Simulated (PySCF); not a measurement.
**Working out the excitation energy of Kr²⁺**

Kr²⁺ [Ar] 3d10 4s2 4p4 (3P) → Kr²⁺ [Ar] 3d10 4s1 4p4 4d1 (high-spin determinant). Calculation: PySCF 2.14, in aug-cc-pVDZ-PP with ECP10MDF (5s4p3d, 32 functions); a scalar-relativistic core potential. Frozen: 3s2 3p6 3d10. Energies in hartree (1 hartree = 27.21139 eV):

```
            part  Kr²⁺ (lower)  Kr²⁺ (upper)
             UHF   -460.842732   -459.701163
CCSD correlation     -0.090014     -0.109965
             (T)     -0.000916     -0.006390
```

Problem. What does Hartree-Fock give?

Solution. (-459.701163) − (-460.842732) = 1.141569 hartree = 31.064 eV.

Problem. What do CCSD and CCSD(T) give?

Solution. The CCSD correlation energies differ by -0.019951 hartree = -0.543 eV and the triples by -0.005474 hartree = -0.149 eV, so CCSD gives 30.521 eV and CCSD(T) 30.372 eV.

One determinant mixes LS terms, so it does not stand for a single term.

A double-zeta basis recovers only part of the correlation energy.

The coupled-cluster amplitudes are large, so a single reference is strained.
